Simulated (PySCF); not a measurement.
Mo⁺ (molybdenum, charge +1) across methods

[Kr] 4d5, high-spin 6S determinant. Calculation: PySCF 2.14, in def2-TZVPPD with the def2 core potential (28 electrons) (6s4p3d2f1g, 56 functions); a scalar-relativistic core potential.

```tsv
method	E (hartree)	mean ε 4p α (eV)	mean ε 4p β (eV)	mean ε 4d α (eV)	Σ⟨r²⟩ (bohr²)	⟨S²⟩
LDA	-67.6613	-47.194	-44.135	-11.521	35.19	8.750
UHF	-67.33622	-59.887	-51.175	-16.343	33.95	8.752
BP86	-67.9055	-47.238	-44.252	-11.447	34.89	8.750
wB97M-V	-67.7578	-52.896	-48.894	-14.987	34.57	8.751
PBE	-67.8480	-47.151	-44.007	-11.373	34.87	8.750
B3LYP	-67.8558	-49.848	-45.850	-12.351	34.68	8.750
r2SCAN	-67.8746	-48.631	-44.447	-11.547	34.41	8.751
PBE0	-67.8379	-50.490	-46.083	-12.741	34.46	8.751
CAM-B3LYP	-67.7896	-51.864	-47.637	-13.957	34.58	8.750
```

Energies and moments cover only the electrons outside the core potential.
